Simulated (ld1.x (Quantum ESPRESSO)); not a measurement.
Cr: excitation energies, all-electron against ultrasoft

Cr (Z = 24), ultrasoft, made with ld1.x (Quantum ESPRESSO) 7.5 (PBEsol, fully relativistic). Core [Ne], reference 3s2 3p6 3d4 4s0 4p0 (charge +2). Waves: 3s (bound): rcut 1.35, rcutus 1.65 bohr; 4s (bound, empty): rcut 1.35, rcutus 1.65 bohr; 3p (bound): rcut 1.65, rcutus 1.80 bohr; 4p (bound, empty): rcut 1.65, rcutus 1.80 bohr; 3d (bound): rcut 1.15, rcutus 1.25 bohr; 3d channel at -0.85 Ry: rcut 1.15, rcutus 1.25 bohr. Local part: all-electron potential smoothed inside 1.25 bohr (lloc = -1). Core correction: a·sin(br)/r model core inside 0.65 bohr. Augmentation charge: built from norm-conserving waves at rcut, not smoothed further.

Open shells are filled in proportion to 2j + 1 (rel_dist='average').

Energies are relative to the spin-unpolarised reference configuration 3s2 3p6 3d4 4s0 4p0; without spin polarisation the order of configurations can differ from experiment.

Its overlap operator is not positive definite in a basis up to 400 Ry (lowest eigenvalue s -0.01, p1/2 -5.47, p3/2 -4.69), so the file is unfit for use: the generalised eigenproblem breaks down once the basis is large enough, and its test numbers describe a broken file.

| valence configuration | charge | ΔE all-electron (eV) | error AE − PS (meV) |
| --- | --- | --- | --- |
| 3s2 3p6 3d5 4s1 4p0 | 0 | -22.887 | -1082 |
| 3s2 3p6 3d5 4s0 4p0 | +1 | -16.014 | -63 |
| 3s2 3p6 3d3 4s0 4p0 | +3 | 30.705 | -239 |
| 3s1 3p6 3d5 4s1 4p0 | +1 | 57.152 | -2022 |
| 3s2 3p6 3d5 4s0.5 4p0 | +0.5 | -20.180 | -664 |
| 3s2 3p6 3d4 4s1 4p0 | +1 | -14.877 | -1804 |
| 3s2 3p5 3d5 4s1 4p0 | +1 | 28.536 | -1893 |

Levels in the configuration 3s1 3p6 3d5 4s1 4p0:

```
   level  all-electron (eV)  pseudo (eV)
3s j=1/2            -87.173      -88.607
3p j=1/2            -59.246      -60.512
3p j=3/2            -58.198      -59.455
3d j=3/2            -15.007      -16.161
3d j=5/2            -14.910      -16.062
4s j=1/2            -11.554      -10.125
```

These tests converged, but a pseudo level misses the all-electron one widely, so the file describes the atom poorly there or has found another state: 3s2 3p6 3d3 4s0 4p0: empty 4s by 3.6 eV.

The ghost test of this file was not conclusive.
